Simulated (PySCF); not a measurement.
**Where the electron goes**

C3H11AsSi.
Z-matrix (Å and degrees, PBE0-D3(BJ)/def2-SVP geometry), rows numbered from 1:
```
C 
C   1  1.5209
C   2  1.5233  1  114.52
As  3  1.9981  2  113.61  1    57.99
Si  4  2.3682  3   96.50  2    66.21
H   1  1.1022  2  111.77  3   -62.49
H   1  1.1020  2  111.21  3    57.29
H   1  1.1002  2  111.28  3   177.41
H   2  1.1050  1  109.52  3   123.53
H   2  1.1042  1  109.35  3  -121.55
H   3  1.0995  2  110.75  1  -178.97
H   3  1.1029  2  110.34  1   -60.17
H   4  1.5274  3   95.22  2   158.18
H   5  1.4979  4  112.34  3    37.71
H   5  1.4956  4  109.84  3   -82.82
H   5  1.4948  4  108.87  3   158.70
```

Computed with TDDFT CAM-B3LYP/def2-SVPD, vertical, gas phase, core orbitals frozen in the response in PySCF 2.14.0, density-fitted response routines. Relativistic effects, spin–orbit coupling among them, are left out although an element past zinc is present.

Frontier orbitals with the atoms that hold most of them (Löwdin shares over 4%, at most four atoms; ? is withheld):

```tsv
orbital	ε (eV)	atoms
HOMO-3	-11.01	C2 20%, Si5 16%, C1 13%, H16 12%
HOMO-2	-10.40	As4 26%, H13 20%, Si5 11%, C3 11%
HOMO-1	-9.52	?
HOMO	-8.15	As4 60%, Si5 13%, C3 10%, H13 5%
LUMO	0.93	Si5 35%, As4 22%, H14 10%, H16 7%
LUMO+1	0.95	As4 26%, Si5 12%, H13 11%, C3 10%
LUMO+2	1.42	As4 27%, Si5 26%, C3 12%, H16 10%
```

**Question.** Which atoms hold the HOMO-1, and with what shares?

**Answer.** As4 (bonded to C, Si and H) 31%; C3 (bonded to As, C and 2 H) 20%; Si5 (bonded to As and 3 H) 20%; H12 (bonded to C) 5%.

**Question.** How does S1 compare with the orbital gap of 9.08 eV?

**Answer.** S1 is at 5.92 eV (f = 0.041), 3.16 eV below the gap, made of HOMO→LUMO+1 (78%). 

Next come S2 at 6.28 eV (f 0.089), HOMO→LUMO (79%), HOMO→LUMO+2 (8%); S3 at 6.39 eV (f 0.137), HOMO→LUMO+2 (78%), HOMO→LUMO+1 (11%); S4 at 7.14 eV (f 0.0049), HOMO→LUMO+5 (39%), HOMO→LUMO+4 (21%), HOMO→LUMO+3 (14%); S5 at 7.22 eV (f 0.0016), HOMO→LUMO+3 (41%), HOMO→LUMO+4 (17%), HOMO-1→LUMO+1 (16%).

Löwdin shares depend on the basis, the more so with diffuse functions.

Hardware: Arm Neoverse N1, one thread (shared host). Cost: 2.4 min wall, 1.2 GiB resident at most.

One conformer stands for the species.

Without π bonds the low states are Rydberg-like; a valence basis with one diffuse set may place them up to an eV too high.
